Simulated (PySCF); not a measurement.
SMILES C[SiH2]c1ccc([SiH2]F)cc1 (C7H11FSi2), singlet, GFN2-xTB optimised geometry.

```
21

Si    -2.89    -2.34     5.47
F     -2.97    -3.91     5.15
C     -2.32    -1.47     3.90
C     -2.14    -0.09     3.88
C     -1.73     0.56     2.73
C     -1.46    -0.15     1.56
C     -1.64    -1.53     1.59
C     -2.06    -2.18     2.73
Si    -0.85     0.73     0.00
C      1.05     0.73     0.00
H     -1.93    -2.23     6.56
H     -4.25    -1.97     5.85
H     -2.34     0.49     4.77
H     -1.60     1.63     2.74
H     -1.44    -2.11     0.69
H     -2.18    -3.25     2.73
H     -1.36     2.11     0.00
H     -1.36     0.01    -1.18
H      1.44     1.21    -0.89
H      1.44     1.25     0.87
H      1.44    -0.29     0.02
```

Density from PBE0/def2-SVP (PySCF) at that geometry.

Minimum of the electron density along straight lines between bonded atoms, close to the bond critical point (lines longer than 1.1 times the sum of covalent radii, or with two minima, are not listed):

| bond | length / Å | ρ at the minimum / e bohr⁻³ | ∇²ρ there / e bohr⁻⁵ | position (fraction from the first atom) |
|---|---|---|---|---|
| Si1–F2 | 1.613 | 0.118 | 1.08 | 0.42 |
| Si1–C3 | 1.879 | 0.117 | 0.34 | 0.38 |
| C3–C4 | 1.394 | 0.305 | -0.76 | 0.50 |
| C4–C5 | 1.381 | 0.314 | -0.81 | 0.50 |
| C5–C6 | 1.392 | 0.306 | -0.77 | 0.50 |
| C6–C7 | 1.392 | 0.307 | -0.77 | 0.50 |
| C3–C8 | 1.393 | 0.305 | -0.76 | 0.50 |
| C7–C8 | 1.382 | 0.314 | -0.81 | 0.50 |
| C6–Si9 | 1.890 | 0.112 | 0.34 | 0.62 |
| Si9–C10 | 1.900 | 0.111 | 0.31 | 0.38 |
| Si1–H11 | 1.457 | 0.121 | 0.32 | 0.49 |
| Si1–H12 | 1.457 | 0.121 | 0.32 | 0.49 |
| C4–H13 | 1.082 | 0.283 | -1.07 | 0.63 |
| C5–H14 | 1.082 | 0.283 | -1.07 | 0.63 |
| C7–H15 | 1.082 | 0.283 | -1.08 | 0.63 |
| C8–H16 | 1.081 | 0.285 | -1.09 | 0.63 |
| Si9–H17 | 1.469 | 0.116 | 0.32 | 0.49 |
| Si9–H18 | 1.469 | 0.116 | 0.32 | 0.49 |
| C10–H19 | 1.086 | 0.272 | -0.97 | 0.62 |
| C10–H20 | 1.087 | 0.271 | -0.97 | 0.63 |
| C10–H21 | 1.087 | 0.272 | -0.97 | 0.63 |
